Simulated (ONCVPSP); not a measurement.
## chromium, ONCV: configuration errors across variants

- Element: chromium (Cr)
- Generator: ONCVPSP 4.0.1
- Type: optimised norm-conserving Vanderbilt (ONCV)
- Functional: PBE
- Relativity: scalar-relativistic
- Frozen core: [Ne]
- Valence charge: 14
- Reference configuration: 3s2 3p6 3d5 4s0.5 4p0.5
- Partial waves: 3s+4s: rc 1.75 bohr, ncon 3, nbas 6, qcut 5.6 1/bohr, 2 projectors; 3p+4p: rc 1.75 bohr, ncon 3, nbas 6, qcut 8.1 1/bohr, 3 projectors, debl 3.5 Ha; 3d: rc 1.75 bohr, ncon 4, nbas 9, qcut 10.3 1/bohr, local
- Local potential: the d channel
- Core correction: Teter function, fcfact 1.75, rcfact 1.55

All-electron excitation energies from the reference (eV): (1) 3s2 3p6 3d5 4s1 4p0 -1.534; (2) 3s2 3p6 3d5 4s0 4p0 5.368; (3) 3s2 3p5 3d5 4s1 4p0 49.980.

2 further variants failed, have other tests or too few solved ones, and are left out.

A true bound ghost makes a file unfit for plane-wave use even where its test errors are small: the radial tests pick states by their node count and pass the ghost by.

Errors AE − PS in meV (a dash: test not solved or not reliable):

| change | (1) | (2) | (3) | bound ghosts | GHOST(+) flags above zero |
| --- | --- | --- | --- | --- | --- |
| base | +0.3 | +0.7 | -119 | s | none |
| d: nbas 8 | +0.3 | +0.7 | -120 | s | none |
| core correction Teter function, fcfact 1.1, rcfact 1.55 | +0.3 | +0.7 | -119 | s | none |
| d: qcut 8.2 | +0.2 | +1.8 | -226 | s | none |
| d: nproj 1; local potential polynomial inside 1.70 bohr (lpopt 1, dvloc0 0 Ha) | 0.0 | +1.2 | -96 | none | none |

Question: Give the same row for: core correction Teter function, fcfact 1.75, rcfact 1.48.

Answer: +0.3, +0.6, -119; bound ghosts: s; GHOST(+) flags above zero: none.
